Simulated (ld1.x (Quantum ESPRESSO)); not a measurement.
# What one change does to a pseudopotential (Ru (Z = 44), TM)

```
Element                 : ruthenium (Ru)
Generator               : ld1.x (Quantum ESPRESSO) 7.5
Type                    : norm-conserving Troullier–Martins (Kleinman–Bylander form)
Functional              : LDA (PZ)
Relativity              : scalar-relativistic
Frozen core             : [Ar] 3d10 4s2
Valence charge          : 14
Reference configuration : 4p6 4d7 5s1 5p0
Partial waves           : 5s (bound): rc 2.85 bohr; 4d (bound): rc 1.90 bohr; 4p (bound): rc 1.90 bohr
Local potential         : the p channel
Core correction         : none
```

All-electron outer shells of the reference configuration (LDA (PZ), scalar-relativistic, ld1.x):

| shell | level (eV) | outermost node (bohr) | outermost maximum (bohr) |
| --- | --- | --- | --- |
| 3d | -273.50 | – | 0.30 |
| 4s | -76.44 | 0.48 | 0.91 |
| 4p | -46.53 | 0.49 | 0.98 |
| 4d | -5.40 | 0.48 | 1.21 |
| 5s | -4.52 | 1.24 | 2.73 |
| 5p | -1.04 | 1.41 | 3.82 |

Change: all radii scaled by about 0.75 (s 2.14, p 1.42, d 1.42 bohr).

Cutoffs: the cutoffs (Ry, on a coarse ladder) from which the occupation-weighted sum of valence levels, in a spherical-Bessel basis at the reference potential, stays within 10 and 1 mRy of its value at 400 Ry; they do not see the model core or the augmentation charge, which bear on the density cutoff. Errors are all-electron minus pseudo energies relative to the spin-unpolarised reference configuration.

Q: Predict the effect on cutoff, ghosts and configuration errors.

A: The potential gets harder (50 Ry and 60 Ry → 70 Ry and 110 Ry); both files keep a bound ghost (s); of the 9 tests that both files solve, the error grows in 1 and shrinks in 5 by more than 15 % and 0.3 meV (median size 85.5 → 45.9 meV). A smaller radius makes the pseudo-wave follow the all-electron one further in, where it bends more sharply, so more plane waves are needed.

| quantity | base | changed |
| --- | --- | --- |
| cutoff, loose | 50 Ry | 70 Ry |
| cutoff, tight | 60 Ry | 110 Ry |
| loose cutoff by channel (10 mRy a level) | s 8 Ry, d 40 Ry, p 25 Ry | s 10 Ry, d 45 Ry, p 45 Ry |
| bound ghosts | s | s |
| error for 4p6 4d7 5s0 5p0, meV [ΔE 7.61 eV] | -8.9 | -7.9 |
| error for 4p6 4d6 5s0 5p0, meV [ΔE 26.05 eV] | +16 | +11 |
| error for 4p6 4d5 5s0 5p0, meV [ΔE 56.90 eV] | +79 | +46 |
| error for 4p6 4d4 5s0 5p0, meV [ΔE 101.61 eV] | +195 | +97 |
| error for 4p5 4d7 5s1 5p0, meV [ΔE 52.51 eV] | -86 | -68 |
| error for 4p6 4d8 5s0 5p0, meV [ΔE -0.27 eV] | -11 | -13 |
| error for 4p6 4d7 5s0 5p1, meV [ΔE 3.58 eV] | +98 | +26 |
| error for 4p6 4d7 5s1 5p0 (spin-polarised), meV [ΔE -1.65 eV] | +206 | +193 |
| error for 4p6 4d7 5s0 5p0 (spin-polarised), meV [ΔE 6.36 eV] | +188 | +177 |

Changed file: These tests converged, but a pseudo level misses the all-electron one widely, so the file describes the atom poorly there or has found another state: 4p6 4d4 5s0 5p0: empty 5s by 4.6 eV (a node warning on the way). A true bound ghost makes a file unfit for plane-wave use even where its test errors are small: the radial tests pick states by their node count and pass the ghost by.
